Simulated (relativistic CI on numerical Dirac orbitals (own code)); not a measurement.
**Energy levels of Xe XV**

Computed by Dirac-Coulomb-Breit CI, separate exchange-only KLI orbitals for each configuration, model QED, unscaled Slater integrals (own radial code, finite nucleus).

CI space (outside the closed core [Ar] 3d10): 4s2.4p6.4d4, 4s2.4p5.4d5, 4s2.4p6.4d3.4f, 4s.4p6.4d5, 4s2.4p6.4d3.5s, 4s2.4p6.4d3.5p, 4s.4p6.4d4.4f, 4s2.4p6.4d2.4f.5s, 4s2.4p6.4d3.5d, 4s2.4p6.4d2.5s.5p, 4s2.4p6.4d3.6s, 4p6.4d6, 4p5.4d7, 4s2.4p6.4d2.5s2, 4s2.4p6.4d.4f.5s2, 4s2.4p6.4d.5s2.5p, 4s.4p6.4d2.4f.5s2. Double excitations out of closed p, d and f shells are left out; levels of such configurations are missing from the list, as are those of other unlisted configurations, and high levels can miss mixing partners.

The lowest level is 4s2.4p6.4d4 5D_0, with 73 % of that term; Hund's rules for 4s2.4p6.4d4 give 5D with J = 0, in agreement.

```
No.  Configuration  Term  J   E (eV)   %  Next component (%)  jj configuration (%)
  1    4s2.4p6.4d4    5D  0   0.0000  73               25 3P          4d3/2^4 (69)
  2    4s2.4p6.4d4    5D  1   0.8801  88               12 3P    4d3/2^3 4d5/2 (80)
  3    4s2.4p6.4d4    5D  2   1.7326  94                3 3P  4d3/2^2 4d5/2^2 (61)
  4    4s2.4p6.4d4    5D  3   2.4647  91                5 3F  4d3/2^2 4d5/2^2 (52)
  5    4s2.4p6.4d4    5D  4   3.0501  79               17 3F  4d3/2^2 4d5/2^2 (39)
  6    4s2.4p6.4d4    3P  0   4.8920  58               26 5D  4d3/2^2 4d5/2^2 (63)
  7    4s2.4p6.4d4    3H  4   5.3780  58               15 3G    4d3/2^3 4d5/2 (57)
  8    4s2.4p6.4d4    3G  3   6.4187  63               29 3F  4d3/2^2 4d5/2^2 (50)
  9    4s2.4p6.4d4    3H  5   6.6417  77               23 3G  4d3/2^2 4d5/2^2 (98)
 10    4s2.4p6.4d4    3P  1   6.7106  80               10 3D  4d3/2^2 4d5/2^2 (61)
 11    4s2.4p6.4d4    3F  2   6.7300  75               13 1D  4d3/2^2 4d5/2^2 (53)
 12    4s2.4p6.4d4    3H  6   7.2372  78               22 1I  4d3/2^2 4d5/2^2 (85)
 13    4s2.4p6.4d4    3G  4   7.7889  46               24 3H  4d3/2^2 4d5/2^2 (57)
 14    4s2.4p6.4d4    3P  2   8.1803  48               44 3D  4d3/2^2 4d5/2^2 (74)
 15    4s2.4p6.4d4    3F  4   8.2625  35               30 1G  4d3/2^2 4d5/2^2 (65)
 16    4s2.4p6.4d4    3F  3   8.6100  57               23 3D  4d3/2^2 4d5/2^2 (45)
 17    4s2.4p6.4d4    3D  3   9.0661  56               21 3G    4d3/2 4d5/2^3 (57)
 18    4s2.4p6.4d4    3G  5   9.5333  77               23 3H    4d3/2 4d5/2^3 (98)
 19    4s2.4p6.4d4    3P  2   9.8344  38               25 1D    4d3/2 4d5/2^3 (56)
 20    4s2.4p6.4d4    3D  1  10.0747  88                9 3P    4d3/2 4d5/2^3 (73)
 21    4s2.4p6.4d4    1I  6  10.2309  78               22 3H    4d3/2 4d5/2^3 (85)
 22    4s2.4p6.4d4    1S  0  11.4440  77               22 3P    4d3/2 4d5/2^3 (78)
 23    4s2.4p6.4d4    1G  4  11.4603  50               31 3F          4d5/2^4 (44)
 24    4s2.4p6.4d4    1D  2  12.0718  35               29 3P  4d3/2^2 4d5/2^2 (61)
 25    4s2.4p6.4d4    1F  3  12.6064  68               15 3D    4d3/2 4d5/2^3 (74)
 26    4s2.4p6.4d4    3P  2  13.7722  72               16 3F  4d3/2^2 4d5/2^2 (55)
 27    4s2.4p6.4d4    3F  4  14.4377  77               18 1G  4d3/2^2 4d5/2^2 (60)
 28    4s2.4p6.4d4    3F  2  14.9454  67               20 1D          4d5/2^4 (37)
 29    4s2.4p6.4d4    3F  3  15.1453  80               18 1F    4d3/2 4d5/2^3 (95)
 30    4s2.4p6.4d4    3P  1  15.3556  98                1 3D    4d3/2 4d5/2^3 (91)
```

Energies count from the lowest computed level. Filled j subshells are mostly left out of the jj labels.

The mean weight of the leading LS term, summed over parents, in these 30 levels is 69 %, and that of the leading jj configuration (from the same eigenvectors) 66 %.

At this charge energies of transitions that change n are usually good to better than 1 %, and those within a shell (Δn = 0) to a few per cent. Terms inside the open d or f shell come out 10 to 20 % too wide with unscaled integrals. Levels and lines within the n = 5 or 6 shells can be off by up to 10 % or somewhat more, and those that change n by about 2 %, since core polarisation is missing.

LS names give the leading component of a level, which can be under half, so a name can repeat, a term be missing and a line seem to break the LS rules.
